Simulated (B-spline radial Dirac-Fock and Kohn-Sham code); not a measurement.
# W⁵⁴⁺: eigenvalues, ΔSCF and the reference

System: W⁵⁴⁺ in the configuration 1s2 2s2 2p6 3s2 3p6 3d2.

The density-functional columns are spherical, spin-unpolarised Dirac-Kohn-Sham results without Breit or QED terms: −ε is minus the orbital energy of the initial state and ΔSCF the difference of two total energies. The reference in the last column comes from multi-electron Dirac-Fock with separately optimised hole states, Breit and Lamb-shift corrections added in first order. All numbers are from a B-spline atomic structure program, in eV; a selection of levels is shown. For the 1s level of heavy atoms much of the gap between ΔSCF and the reference is the Breit and QED part, -351.5 eV here; for other levels the error of the functional can be larger.

```csv
level,LDA −ε,LDA ΔSCF,Dirac-Fock
K,73047.9,73652.2,73312.6
L1,15597.8,15743.1,15782.8
L2,15113.2,15290.1,15250.5
L3,13743.8,13901.3,13892.3
M1,5946.8,6008.0,6032.9
M2,5756.8,5821.8,5812.2
M3,5413.0,5473.9,5471.4
"M4,5",5086.9,5156.9,5153.7
```

Values without a named source are computed, but for edge energies of neutral atoms, which are taken from tables.
